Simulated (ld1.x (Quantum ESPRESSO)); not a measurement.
**u(r) = r·R(r): atom against pseudo-atom (zinc)**

Columns: radius, all-electron u(r) and pseudo u(r) of the 4s shell (level -5.84 eV) of zinc in the configuration [Ar] 3d10 4s2 4p0; PBEsol, non-relativistic, TM scheme, ld1.x (Quantum ESPRESSO) 7.5.

| r (bohr) | all-electron | pseudo |
| --- | --- | --- |
| 0.115 | -0.1317 | -0.0197 |
| 0.230 | -0.0870 | -0.0403 |
| 0.345 | 0.1347 | -0.0623 |
| 0.460 | 0.2614 | -0.0868 |
| 0.575 | 0.2627 | -0.1146 |
| 0.690 | 0.1818 | -0.1470 |
| 0.805 | 0.0625 | -0.1853 |
| 0.920 | -0.0667 | -0.2305 |
| 1.035 | -0.1899 | -0.2834 |
| 1.150 | -0.2995 | -0.3436 |
| 1.265 | -0.3926 | -0.4082 |
| 1.380 | -0.4690 | -0.4724 |
| 1.495 | -0.5297 | -0.5299 |
| 1.610 | -0.5762 | -0.5762 |
| 1.725 | -0.6103 | -0.6103 |
| 1.840 | -0.6337 | -0.6337 |
| 1.955 | -0.6480 | -0.6480 |
| 2.070 | -0.6546 | -0.6546 |
| 2.185 | -0.6548 | -0.6548 |
| 2.300 | -0.6497 | -0.6497 |
| 2.415 | -0.6401 | -0.6401 |
| 2.530 | -0.6270 | -0.6270 |
| 2.645 | -0.6111 | -0.6111 |
| 2.760 | -0.5930 | -0.5930 |
| 2.875 | -0.5732 | -0.5732 |
| 2.990 | -0.5521 | -0.5521 |

How many radial nodes do the two functions have?

The all-electron 4s function has n − l − 1 = 3 (the table is too coarse to show those close to the nucleus); the pseudo-wave has 0, since the states of the same l below it are removed with the core.

At about which radius was the pseudo-wave matched?

1.65 bohr. The columns agree to 0.0005 from 1.50 bohr on; several derivatives are matched, so the curves merge somewhat inside the radius.

Where does each function peak?

Outermost all-electron maximum near 2.19 bohr, pseudo maximum near 2.19 bohr (to the table’s step).

Is the pseudo-wave norm-conserving?

Yes: the TM scheme keeps the norm inside the radius equal to the all-electron one, which fixes the energy derivative of the logarithmic derivative at the level.
